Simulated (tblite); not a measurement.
Compound: C4H8BCl3Ge.
SMILES with atom numbers: `[Cl:1][B:2]([Cl:3])[Ge@H:4]([Cl:5])[CH:6]1[CH2:7][CH2:8][CH2:9]1` (hydrogens: H10 on Ge4; H11 on C6; H12, H13 on C7; H14, H15 on C8; H16, H17 on C9)

Computed with GFN2-xTB (tblite), gas phase: L-BFGS steps from a force-field or distance-geometry start until the largest atomic force falls under 0.01 eV/Å.

Step 23: E = -803.8708 eV
```
atom  x, y, z in Å  |  force x, y, z in eV/Å
Cl1     2.5562    1.9509   -0.0345   -0.010   0.093  -0.062
B2      2.8913    0.4168    0.6164   -0.023   0.082  -0.054
Cl3     4.4255    0.1295    1.2897    0.002  -0.058   0.024
Ge4     1.4442   -1.0566    0.6001   -0.095  -0.179   0.061
Cl5     1.8722   -2.3979   -1.0059   -0.004   0.072   0.022
C6     -0.5029   -0.5812    0.4299    0.031   0.065   0.013
C7     -1.1332   -0.2360   -0.9317    0.032   0.017  -0.028
C8     -2.0338    0.7702   -0.2022    0.065   0.021  -0.035
C9     -1.0354    0.7604    0.9642   -0.028   0.006  -0.022
H10     1.5791   -1.9533    1.8397    0.016   0.020  -0.047
H11    -1.0755   -1.3941    0.8807    0.042  -0.042   0.007
H12    -1.6105   -1.0589   -1.4567   -0.072  -0.014  -0.019
H13    -0.4553    0.2702   -1.6226    0.069  -0.081   0.147
H14    -2.1894    1.7255   -0.6983   -0.056   0.010   0.006
H15    -2.9968    0.3327    0.0681    0.109   0.089   0.002
H16    -0.3025    1.5637    0.8780   -0.028  -0.033  -0.056
H17    -1.4403    0.7703    1.9730   -0.050  -0.068   0.039
```

Step 24: E = -803.8753 eV
```
atom  x, y, z in Å  |  force x, y, z in eV/Å
Cl1     2.5623    1.9527   -0.0447   -0.011   0.125  -0.076
B2      2.8889    0.4225    0.6087    0.053   0.011   0.016
Cl3     4.4238    0.1240    1.2905   -0.063  -0.026  -0.014
Ge4     1.4465   -1.0550    0.6020   -0.146  -0.128   0.006
Cl5     1.8736   -2.3853   -1.0150   -0.007   0.069   0.045
C6     -0.5049   -0.5840    0.4343    0.043   0.075   0.003
C7     -1.1338   -0.2398   -0.9283    0.041   0.003  -0.033
C8     -2.0295    0.7773   -0.2076    0.054  -0.005  -0.003
C9     -1.0414    0.7570    0.9674   -0.004   0.004   0.003
H10     1.5803   -1.9483    1.8405    0.034  -0.008  -0.031
H11    -1.0710   -1.4028    0.8855    0.038   0.002  -0.007
H12    -1.6127   -1.0658   -1.4462   -0.101  -0.010  -0.034
H13    -0.4528    0.2550   -1.6234    0.082  -0.064   0.139
H14    -2.1770    1.7347   -0.7052   -0.019  -0.035   0.025
H15    -2.9973    0.3503    0.0597    0.078   0.071  -0.011
H16    -0.3100    1.5625    0.8959    0.007  -0.035  -0.064
H17    -1.4521    0.7571    1.9738   -0.079  -0.050   0.036
```

Step 25: E = -803.8794 eV
```
atom  x, y, z in Å  |  force x, y, z in eV/Å
Cl1     2.5695    1.9564   -0.0569    0.000   0.111  -0.069
B2      2.8890    0.4285    0.6019    0.075  -0.042   0.060
Cl3     4.4234    0.1194    1.2912   -0.117   0.005  -0.048
Ge4     1.4462   -1.0550    0.6039   -0.130  -0.016  -0.044
Cl5     1.8745   -2.3710   -1.0229   -0.009   0.049   0.047
C6     -0.5066   -0.5856    0.4388    0.028   0.045  -0.004
C7     -1.1347   -0.2446   -0.9254    0.026  -0.018  -0.014
C8     -2.0242    0.7844   -0.2133    0.039  -0.022   0.025
C9     -1.0483    0.7535    0.9717    0.015  -0.003   0.026
H10     1.5832   -1.9438    1.8398    0.044  -0.046   0.000
H11    -1.0652   -1.4110    0.8897    0.027   0.045  -0.016
H12    -1.6186   -1.0735   -1.4351   -0.100   0.017  -0.036
H13    -0.4497    0.2380   -1.6230    0.098  -0.043   0.105
H14    -2.1621    1.7437   -0.7122    0.020  -0.064   0.035
H15    -2.9977    0.3706    0.0494    0.038   0.040  -0.018
H16    -0.3178    1.5604    0.9147    0.030  -0.035  -0.053
H17    -1.4680    0.7415    1.9752   -0.083  -0.023   0.004
```

Step 26: E = -803.8827 eV
```
atom  x, y, z in Å  |  force x, y, z in eV/Å
Cl1     2.5764    1.9612   -0.0693    0.019   0.058  -0.044
B2      2.8909    0.4330    0.5974    0.037  -0.047   0.060
Cl3     4.4220    0.1159    1.2911   -0.129   0.026  -0.062
Ge4     1.4438   -1.0546    0.6046   -0.067   0.090  -0.060
Cl5     1.8750   -2.3572   -1.0291   -0.010   0.021   0.033
C6     -0.5078   -0.5862    0.4426   -0.002  -0.002  -0.005
C7     -1.1353   -0.2496   -0.9227    0.000  -0.030   0.013
C8     -2.0187    0.7901   -0.2178    0.022  -0.031   0.040
C9     -1.0545    0.7503    0.9766    0.023  -0.010   0.033
H10     1.5869   -1.9403    1.8386    0.045  -0.074   0.020
H11    -1.0596   -1.4169    0.8931    0.009   0.063  -0.013
H12    -1.6264   -1.0803   -1.4250   -0.078   0.053  -0.029
H13    -0.4460    0.2222   -1.6214    0.106  -0.028   0.062
H14    -2.1466    1.7505   -0.7179    0.050  -0.070   0.035
H15    -2.9980    0.3897    0.0391    0.001   0.006  -0.019
H16    -0.3243    1.5576    0.9312    0.040  -0.031  -0.030
H17    -1.4849    0.7268    1.9766   -0.066   0.006  -0.035
```

**Question.** Estimate the geometry and energy of step 27. (The exact step hangs on the optimiser's Hessian estimate; all steps are aligned on step 26, rigid shifts and turns removed.)

**Answer.** E = -803.8854 eV, largest force 0.146 eV/Å
```
atom  x, y, z in Å  |  force x, y, z in eV/Å
Cl1     2.5827    1.9661   -0.0807    0.036  -0.004  -0.014
B2      2.8928    0.4360    0.5946   -0.034  -0.014   0.028
Cl3     4.4184    0.1132    1.2898   -0.097   0.032  -0.052
Ge4     1.4406   -1.0524    0.6040    0.007   0.141  -0.036
Cl5     1.8753   -2.3449   -1.0338   -0.011  -0.002   0.015
C6     -0.5086   -0.5865    0.4459   -0.030  -0.041  -0.001
C7     -1.1358   -0.2544   -0.9203   -0.016  -0.025   0.028
C8     -2.0133    0.7941   -0.2207    0.005  -0.032   0.038
C9     -1.0595    0.7472    0.9814    0.023  -0.014   0.023
H10     1.5908   -1.9383    1.8377    0.041  -0.076   0.013
H11    -1.0550   -1.4203    0.8957   -0.014   0.052   0.003
H12    -1.6345   -1.0854   -1.4167   -0.050   0.081  -0.022
H13    -0.4414    0.2083   -1.6189    0.097  -0.021   0.027
H14    -2.1315    1.7547   -0.7221    0.070  -0.056   0.028
H15    -2.9983    0.4061    0.0296   -0.027  -0.023  -0.014
H16    -0.3289    1.5544    0.9451    0.040  -0.026  -0.003
H17    -1.5009    0.7143    1.9773   -0.041   0.030  -0.061
```

The energy changes by -0.0027 eV. The first-order estimate −F·Δx gives -0.0038 eV and the mean of the old and new forces, exact on a quadratic surface, -0.0028 eV. The step makes an angle of 76° with the force vector and moves no atom by more than 0.020 Å.

What follows is the cost of the whole relaxation. The run took 3.7 s on one thread, Arm Neoverse N1 (aarch64), shared host with 64 logical CPUs at a one-minute load of 60.
